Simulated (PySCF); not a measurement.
## Pd⁺ (palladium, charge +1): UHF calculation

Configuration: [Kr] 4d8 5s1, high-spin 4F determinant (an excited configuration). All numbers are calculated (PySCF 2.14, a scalar-relativistic core potential, in aug-cc-pwCVTZ-PP with ECP28MDF).

```json
{"Total energy": "-126.296439 hartree", "One-electron energy": "-217.7610 hartree", "Hartree (Coulomb) energy": "103.1069 hartree", "Exchange energy": "-11.6423 hartree", "⟨S²⟩": "3.7539", "⟨L²⟩": "12.057", "Sum of ⟨r⟩": "22.31 bohr", "Sum of ⟨r²⟩": "37.30 bohr²"}
```

| shell | electrons | mean orbital energy (hartree) | spread (hartree) | rms radius, mean of both spins (bohr) |
| --- | --- | --- | --- | --- |
| 4s α | 1 | -4.53827 | 0 | 1.02 |
| 4s β | 1 | -4.38133 | 0 | 1.02 |
| 4p α | 3 | -3.09332 | 0 | 1.12 |
| 4p β | 3 | -2.90825 | 0 | 1.12 |
| 4d α | 5 | -0.94604 | 0.04755 | 1.51 |
| 4d β | 3 | -0.87247 | 0 | 1.51 |
| 5s α | 1 | -0.55997 | 0 | 3.07 |

Energies and moments cover only the electrons outside the core potential.
